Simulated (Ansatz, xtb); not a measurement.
# Relaxing a trial structure of ClH6Si3+

The starting geometry of this gas-phase singlet has its atoms placed at random.

```xyz
10

Cl    0.6127   -0.9513   -0.8286
Si    0.9590    1.0161    1.3996
Si   -0.9102   -0.3878    0.3970
Si    0.3897    0.6010   -1.9658
H    -1.4388    1.5118    0.1923
H     0.2266   -1.1135   -2.2382
H     1.8297   -0.0426   -1.6432
H    -2.4570    0.2942   -0.6173
H     1.1055    0.9436   -0.8139
H    -0.7483    1.5889   -0.7485
```

Problem. Guess where an optimisation with r2SCAN-D4/def2-SVP ends from this start.

Solution. It ends as a structure with Cl1 bridging Si4 and Si3, given below by its coordinates. Distances that change by over a tenth: Cl1–Si3 (2.03 → 2.37 Å), Cl1–Si4 (1.94 → 2.24 Å), Cl1–H7 (1.72 → 2.91 Å), Si4–H6 (1.74 → 1.48 Å). Contacts that open: Cl1–H6 (1.47 → 2.92 Å), Si4–H9 (1.40 → 3.41 Å). Contacts that close: Si2–Si3 (2.54 → 2.41 Å), Si2–H9 (2.22 → 1.54 Å), Si3–H5 (1.98 → 1.49 Å), Si3–H8 (1.97 → 1.49 Å), Si4–H10 (1.94 → 1.48 Å).

The energy falls by 14.54 eV over 22 steps:

```tsv
step	E − E(last) (eV)
1	14.543
3	7.433
6	3.965
8	2.798
10	1.474
13	0.293
15	0.019
17	0.003
20	0.000
22	0.000
```

Final geometry (Å):

```csv
atom,x (Å),y (Å),z (Å)
Cl,0.0635,-0.9814,-0.6023
Si,0.7447,0.6084,1.8276
Si,-1.3687,0.3800,0.6993
Si,0.7720,0.1946,-2.3737
H,-1.9289,1.2487,-0.3771
H,0.0480,-0.4644,-3.4801
H,2.2287,-0.0418,-2.3064
H,-2.3567,-0.6697,1.0641
H,1.0414,1.6234,0.7141
H,0.3251,1.5624,-2.0318
```

From the same start GFN2-xTB ends elsewhere, in pieces: ClH4Si3 + H2.

From so rough a start the end depends on the optimiser's path, so another program may land elsewhere. The end wasn't checked by frequencies. Run with Ansatz 0.2.0, 54 s on 2 threads of Intel(R) Xeon(R) Platinum 8375C CPU @ 2.90GHz (Ice Lake), with other jobs on the host.
